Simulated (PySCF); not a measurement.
C₂H₃N₃. Atoms are numbered in the order given.

```xyz
8

C      0.0132     1.1146     0.0000
N      1.1501     0.3757     0.0000
C      0.6959    -0.8572     0.0000
N     -0.6515    -0.8410     0.0000
N     -1.1053     0.4143     0.0000
H      0.0062     2.2042     0.0000
H      1.2862    -1.7733     0.0000
H     -1.3001    -1.6188     0.0000
```
Charge 0, spin multiplicity 1.

Geometry: PBE0-D3(BJ)/def2-SVP.

These are PBE/def2-TZVP run with PySCF values and carry that method's errors.

total energy: -242.07098 hartree
point group: Cs
highest occupied level: -6.54 eV
lowest empty level: -0.99 eV
orbital gap: 5.55 eV
dipole moment: 0.594 e·Å
quadrupole, principal values (traceless, Buckingham form, about the centre of nuclear charge): -7.66, -2.79, 10.44 D·Å
mean static polarisability: 40.6 bohr³ (6.02 Å³)
polarisability, principal values: 26.0, 45.4, 50.4 bohr³
